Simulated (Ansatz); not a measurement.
Two isomers of C2H6O2SSi: A = `CC(=S)O[SiH2]O`, B = `O[Si]1(S)CCO1`.

Computed with Ansatz on PBE0-D4/def2-TZVP structures; ΔE is electronic, products minus reactants. CBS: MP2 limit from def2 TZ/QZ plus the TZ coupled-cluster correction, frozen cores. DFT in def2-TZVPP. B3LYP here is the variant with VWN-RPA as its local correlation; programs differ in this. Each species was taken in one conformer, which may not be the lowest.

Task: Which is lower in electronic energy at CCSD(T)/CBS, and by how much? (An estimate is asked.)

Result: Computed: B, by 105.4 kJ/mol.

Task: Give E(B) − E(A) in kJ/mol with ωB97M-V, r2SCAN-D4, B3LYP, B2PLYP, PBE-D4, HF/def2-TZVPP, CCSD(T)/def2-TZVPP. (Estimate.)

Result: Ansatz gave: ωB97M-V -110.3, r2SCAN-D4 -103.2, B3LYP -86.6, B2PLYP -92.3, PBE-D4 -103.0, HF/def2-TZVPP -88.3, CCSD(T)/def2-TZVPP -103.2. None reverses the order clearly.

Largest T1 diagnostic: 0.015.

In def2-TZVPP, CCSD(T) changes the Hartree–Fock value by −14.8 kJ/mol (the triples alone add +4.0 kJ/mol) and MP2 by −19.3 kJ/mol. From PBE to PBE0 (25 % exact exchange), in def2-TZVPP and without D4, E(B) − E(A) moves by −12.5 kJ/mol.
